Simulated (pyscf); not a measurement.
# H₂C=CH–GaH₂, singlet

Gas-phase minimum from PySCF at ωB97X-D3(BJ)/def2-SVP, one conformer. H₂C=CH–GaH₂ lies 17.6 kcal/mol over its isomer H₃C–CH₂–Ga [singlet] (electronic energy, ωB97M-D3(BJ)/def2-TZVP). 

```
C
C 1 1.3424
H 2 1.0980 1 121.68
H 1 1.0983 2 117.50 3 179.99
H 2 1.0986 3 115.68 1 180.00
Ga 1 1.9495 4 122.38 2 179.99
H 6 1.5688 1 122.05 4 0.04
H 6 1.5710 7 121.15 1 179.99
```
Charge 0, spin multiplicity 1.

Properties at ωB97X-D3(BJ)/def2-SVP:

```
Property                                                                                                                                                                                                                  Value
---------------------------------------------------------------------------------------------------------------------  --------------------------------------------------------------------------------------------------------
Harmonic wavenumbers, unscaled                                                                                         164, 227, 442, 487, 612, 640, 772, 1009, 1026, 1065, 1279, 1428, 1683, 1989, 2001, 3131, 3170, 3223 cm⁻¹
Zero-point energy                                                                                                                                                                                                 34.8 kcal/mol
Rotational symmetry number                                                                                                                                                                                                    1
Entropy of this conformer at 298 K and 1 atm, rigid rotor and harmonic oscillator, modes under 100 cm⁻¹ raised to 100                                                                                           296.4 J/(mol K)
Dipole moment                                                                                                                                                                                                            0.79 D
```

Single-point totals, which compare only within one level (frozen core for MP2 and CC):

```
level                   total energy (hartree)
----------------------  ----------------------
ωB97X-D3(BJ)/def2-TZVP             -2004.06029
PBE/def2-TZVP                      -2003.64290
r²SCAN/def2-TZVP                   -2003.98752
B3LYP-D3(BJ)/def2-TZVP             -2004.11937
PBE0-D3(BJ)/def2-TZVP              -2003.69904
M06-2X/def2-TZVP                   -2004.00061
ωB97M-D3(BJ)/def2-TZVP             -2004.10110
HF/def2-TZVPP                      -2001.87964
MP2/def2-TZVPP                     -2002.43916
CCSD/def2-TZVPP                    -2002.46362
CCSD(T)/def2-TZVPP                 -2002.48886
```

Soft torsions are taken as harmonic, which can shift the entropy by several J/(mol K). The CCSD(T) − MP2 part came from Ansatz, without density fitting, on the same reference. The frozen core leaves the outer d or s,p core shells of the metals and heavy elements correlated in the MP2 and CC values, and def2-TZVPP describes them poorly, so these totals are far from the basis limit. Elements up to Kr have no core potential and no relativistic terms here.
